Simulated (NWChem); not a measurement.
ZnHOI; SMILES [OH][Zn][I]

```xyz
4

Zn    -0.2351     1.1736     0.0000
I      0.2487    -1.2083     0.0000
O     -0.7342     2.8883     0.0000
H      0.0368     3.4862     0.0000
```
Atoms are numbered in this order, from 1.

Level: PBE-D3(BJ)/def2-SVP with def2 effective core potentials on I (NWChem), optimised geometry, unscaled harmonic frequencies. def2 effective core potentials on I; no spin-orbit coupling.

Task: List the harmonic frequencies with IR intensities, and the thermochemistry.

Result: 
| frequency (cm⁻¹) | IR intensity (km/mol) |
|---|---|
| 106 | 10.6 |
| 112 | 0.0 |
| 238 | 7.2 |
| 666 | 100.0 |
| 762 | 39.4 |
| 3724 | 50.0 |

```yaml
zero_point_energy: 8.0 kcal/mol
thermal correction to the enthalpy at 298.15 K (with zero-point energy): 11.7 kcal/mol
heat capacity Cv: 13.2 cal/(mol K)
entropy at 298.15 K and 1 atm (symmetry number 1): 74.3 cal/(mol K)
```

Rigid rotor and harmonic oscillator.
